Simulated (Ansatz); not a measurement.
Frontier orbitals of BH₉Si₃ (`[SiH3]B([SiH3])[SiH3]`).

Z-matrix (Å, degrees):
```
Si
B 1 1.999
H 1 1.489 2 113.4
H 1 1.488 2 114.9 3 125.9
H 1 1.496 2 103.6 3 -116.4
Si 2 2.000 1 122.0 3 -156.0
Si 2 1.999 1 119.0 3 27.7
H 6 1.488 2 114.9 1 30.4
H 6 1.489 2 113.5 1 156.4
H 6 1.496 2 103.6 1 -87.2
H 7 1.497 2 102.7 1 -91.9
H 7 1.489 2 114.5 1 24.8
H 7 1.489 2 114.5 1 151.4
```

Total charge 0; spin multiplicity 1. The geometry is a stationary point of PBE0-D4/def2-TZVP. Basis def2-TZVPP, Ansatz 0.2.0.

Orbital energies of one run (eV). Highest occupied ones, from the top: -8.15, -8.20, -9.76, -10.01, -10.03, -10.37, -10.41, -10.46, -12.10, -15.28, -15.31, -16.85, -101.01, -101.01. Empty: -3.05, 0.62, 0.78, 0.86, 1.07, 1.36.

(1) Which functional gave them?
A. ωB97M-V
B. CAM-B3LYP
C. r2SCAN0
D. ωB97X-V

Results:

(1) C. HOMO energies: r2SCAN0 -8.15, ωB97X-V -10.29, CAM-B3LYP -9.31, ωB97M-V -10.09 eV.
